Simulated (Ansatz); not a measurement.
Relaxation of CH₅ClSi₂ (9 atoms, charge 0, multiplicity 1), to a largest force component of 0.015 eV/Å in at most 40 steps.

Level of theory: RKS CAM-B3LYP-D4/def2-SVP in Ansatz 0.2.0.

```xyz
9
Properties=species:S:1:pos:R:3
Si -0.549 1.058 -0.890
C -0.554 -0.281 0.425
Si -1.006 -0.157 2.121
Cl -1.633 1.557 2.975
H -1.448 0.713 -2.003
H -1.019 2.340 -0.343
H 0.802 1.249 -1.427
H -0.232 -1.256 0.081
H -1.022 -1.167 3.163
```

**Question.** Where does it end, and by what steps?

**Answer.** The run converged. After 4 steps the energy has fallen by 0.141 eV; H9 moved furthest, 0.10 Å.

```csv
step,energy less start (eV),largest force component (eV/Å),accepted
0,0.0000,2.519,yes
1,-0.1241,0.867,yes
2,-0.1399,0.109,yes
3,-0.1402,0.048,yes
4,-0.1407,0.012,yes
```

```xyz
9
Properties=species:S:1:pos:R:3
Si -0.557 1.048 -0.859
C -0.561 -0.268 0.440
Si -1.001 -0.129 2.067
Cl -1.638 1.611 2.932
H -1.456 0.691 -1.996
H -1.021 2.338 -0.277
H 0.809 1.248 -1.425
H -0.243 -1.277 0.148
H -0.992 -1.206 3.073
```

The run took 15 s on 2 threads of Arm Neoverse V1, on a shared host, peak memory 0.23 GiB.
